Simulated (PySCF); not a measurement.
SMILES [C]([Zn][O][SiH3])(C)(C)C, singlet at its GFN2-xTB optimised geometry (Å):

```
19

Zn    -1.6591    -1.5316     2.9185
C     -1.8268    -3.2994     3.9268
C     -0.3928    -3.8036     4.0384
C     -2.4859    -3.2652     5.2978
C     -2.6156    -4.1958     2.9796
H     -0.3952    -4.8368     4.3933
H      0.1851    -3.2081     4.7433
H      0.1085    -3.7838     3.0704
H     -1.9374    -2.6307     5.9888
H     -3.5107    -2.9088     5.2394
H     -2.5028    -4.2771     5.7088
H     -3.6574    -3.8866     2.9135
H     -2.1842    -4.1878     1.9784
H     -2.5925    -5.2247     3.3460
O     -0.9748    -1.1033     1.3029
Si    -0.4753    -0.3300     0.0000
H      0.9948    -0.3300     0.0000
H     -0.9740     1.0539     0.0000
H     -0.9948    -1.0539    -1.1686
```

Calculation: PBE0/def2-SVP run with PySCF. Cells within 0.4 Å of a nucleus heavier than hydrogen are left out (blank, or x).

Map of the deformation density (molecule minus spherical neutral atoms) (e/bohr³) on the plane z = 0.0 Å:

```
|11111111111111111111111111111|
|11111111111111111111111111111|
|11111111111111111111111111111|
|11111111111111111111111111111|
|11111111111111111111111111111|
|11111111111111111111111111111|
|11111111111111111111111111111|
|11111111111111111111111111111|
|11111111111221111111111111111|
|11111111224432111111111111111|
|11111111259853111111111111111|
|11111112359963111111111111111|
|11111111246752112221111111111|
|11111111123321123322111111111|
|111111110111xx146642111111111|
|11111110000xxx148983111111111|
|11111110000xxx147863111111111|
|11111111000010134532111111111|
|11111111111000012221111111111|
|11111111111000001111111111111|
|11111111111100011111111111111|
|11111111111111111111111111111|
|11111111111111111111111111111|
|11111111111111111111111111111|
|11111111111111111111111111111|
|11111111111111111111111111111|
|11111111111111111111111111111|
|11111111111111111111111111111|
|11111111111111111111111111111|
```
Scale: ten equal steps from -0.018 (start of '0') to 0.080 (end of '9'), in the order '0123456789'; x runs from -3.50 to 3.50, y from -3.50 (bottom) to 3.50 (top).
